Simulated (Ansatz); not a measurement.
FH$_{3}$OSSi, SMILES `O[SiH](F)S`, relaxed with RKS PBE-D4/def2-SVP in the Gaussian-basis code of Ansatz from a rough embedded geometry. The force threshold is 0.03 eV/Å; the program also tests the step.

The species carries charge 0 and has multiplicity 1.

Start:

```xyz
7

O     1.613    0.086   -0.296
Si    0.115   -0.407   -0.127
F    -0.579   -0.262   -1.539
S    -0.883    0.941    1.180
H     1.762    1.013   -0.647
H     0.049   -1.800    0.356
H    -2.078    0.430    1.072
```

```tsv
step	energy (eV)	largest force (eV/Å)	largest move (Å)
1	-23505.9805	2.359	0.000
2	-23506.1914	1.254	0.075
3	-23506.2478	0.309	0.103
4	-23506.2603	0.189	0.069
5	-23506.2637	0.108	0.023
6	-23506.2672	0.162	0.077
7	-23506.2731	0.038	0.091
8 (rejected)	-23506.2646	0.640	0.164
9	-23506.2761	0.025	0.082
10 (rejected)	-23506.2753	0.277	0.098
11	-23506.2767	0.045	0.047
12 (rejected)	-23506.2765	0.141	0.049
13	-23506.2770	0.009	0.024
```

End:

```xyz
7

O     1.650    0.104   -0.383
Si    0.108   -0.439   -0.096
F    -0.832   -0.385   -1.436
S    -0.842    0.840    1.350
H     1.736    1.067   -0.501
H     0.246   -1.868    0.293
H    -2.066    0.682    0.773
```

Run time 9 s (4 threads of a server CPU on a shared host); peak host memory 0.18 GiB.
